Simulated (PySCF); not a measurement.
Stationary points of CuF₂

All numbers come from PySCF, PBE0, basis Cu def2-TZVP, F def2-TZVP (no relativity, density fitting).

Relaxations began from a few typed shapes; open shells are unrestricted. The search is not exhaustive: other isomers or separated fragments can lie lower, and high-lying points may rest on an excited occupation.

**Question.** Which is the lowest minimum found?
A. doublet D∞h: Cu–F 1.724 Å (×2); F–Cu–F 180.0°
B. doublet D∞h: Cu–F 1.717 Å (×2); F–Cu–F 180.0°

**Answer.** A. The others lie at 21.7 (doublet D∞h) kJ/mol above it.

Formally Cu is in oxidation state +2, d9, with 1 unpaired electron. The Mulliken spin on Cu is 0.89. The polar-tensor charge on Cu, 1.41, is below the formal one.

For the lowest minimum: with open d or f shells other occupations or spin states may lie lower.

The electron or spin density has lower symmetry than the nuclear frame for the doublet D∞h at 21.7 kJ/mol.
